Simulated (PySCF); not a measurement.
Dipole moment and polarisability of `CC[Si@@H](CF)S[SiH3]`

Species: C₃H₁₁FSSi₂.
Structure used (GFN2-xTB), in Å, numbered top down from 1:
```xyz
18
C3H11FSSi2 angstrom
C     -1.9690    2.0655   -0.4346
C     -1.8673    0.5514   -0.5778
Si    -0.2107   -0.1079    0.0668
C     -0.1245   -2.0123   -0.1683
F      1.0326   -2.4944    0.4170
S      1.3370    0.8451   -1.0712
Si     3.1163   -0.3182   -0.6679
H     -1.9272    2.3543    0.6126
H     -1.1438    2.5470   -0.9525
H     -2.9030    2.4338   -0.8539
H     -2.6910    0.0800   -0.0398
H     -1.9886    0.2882   -1.6301
H      0.0006    0.1558    1.4918
H     -0.9513   -2.5345    0.3162
H     -0.0866   -2.3172   -1.2165
H      4.1536    0.5512   -1.1994
H      3.2028   -0.5125    0.7699
H      3.0114   -1.5690   -1.4036
```

Level: PBE0/def2-SVPD (PySCF), static field, nuclei fixed, core orbitals frozen in the response. The polarisability tensor in these axes (au):

```
x   133.09  -8.04  -3.67
y    -8.04 109.71  -3.84
z    -3.67  -3.84  93.81
```

Q: Give the principal values, the mean and the anisotropy Δα = √{½[(α1 − α2)² + (α2 − α3)² + (α1 − α3)²]}.

A: Principal values 92.18, 108.71 and 135.72 au; mean 112.21 au = 16.63 Å³ = 18.50 × 10⁻⁴⁰ C²·m²/J; Δα = 38.07 au (34 % of the mean).

Q: What is the dipole moment, and where does it point?

A: (-1.72, -0.36, -0.14) D, 1.77 D in size, pointing from the negative to the positive side. Measured along this direction, the outermost atoms are H16 at the negative end and H11 at the positive end.

Q: What would n − 1 = 2πNα be for an ideal gas of these molecules at 298.15 K and 1 atm, electronic part alone?

A: N = p/kT = 2.4615 × 10¹⁹ cm⁻³, so n − 1 = 2π × N × 16.63 × 10⁻²⁴ cm³ = 2572 × 10⁻⁶ at long wavelengths, for an ideal gas.

Q: What are the principal values of the traceless quadrupole moment, Θ = ½Σq(3rr − r²1), about the centre of nuclear charge?

A: -8.52, -0.99, 9.51 D·Å. The values depend on the origin, since the dipole doesn't vanish. The electronic extent ⟨r²⟩ about the same centre is 1706 bohr², a root-mean-square distance of 2.41 Å for the 82 electrons.

Q: Directions of the eigenvectors, and the extent of the frame along each?

A: Largest value along (0.96, -0.29, -0.06), where the nuclei span 7.31 Å; middle along (0.26, 0.92, -0.30), 5.00 Å; least along (0.14, 0.27, 0.95), 3.26 Å. The response follows the extents in order.

Q: What depolarisation ratio follows for Rayleigh scattering of linearly polarised light, taking the static tensor?

A: ρ = 3Δα²/(45ᾱ² + 4Δα²) = 4348.4/(566560 + 5797.9) = 0.0076.

Q: Find the Langevin capture rate constant for H3O+ (19.018 u) meeting this molecule (154.010 u), k = 2.342 × 10⁻⁹ cm³/s × √(α in Å³ / reduced mass in u).

A: The reduced mass is 16.93 u, so k = 2.32 × 10⁻⁹ cm³/s. The formula leaves out the permanent dipole, which adds to the capture rate.

The structure is a single GFN2-xTB conformer in the gas phase; no vibrational or solvent corrections.
